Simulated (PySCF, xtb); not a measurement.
Si(H)(SH) (H2SSi), SMILES [SiH]S (connectivity only; charge and spin as stated), neutral, multiplicity 1.

GFN2-xTB run with xtb at its own geometry gives an orbital gap of 2.37 eV and a dipole moment of 2.34 D.

Geometry optimised at PBE-D3(BJ)/def2-TZVP.

Question: What does PBE/def2-TZVPD run with PySCF give? (An estimate is asked for; the answer gives what the named calculation found.)

Answer: gap 2.54 eV (levels -5.91 and -3.37 eV), dipole 0.64 D.
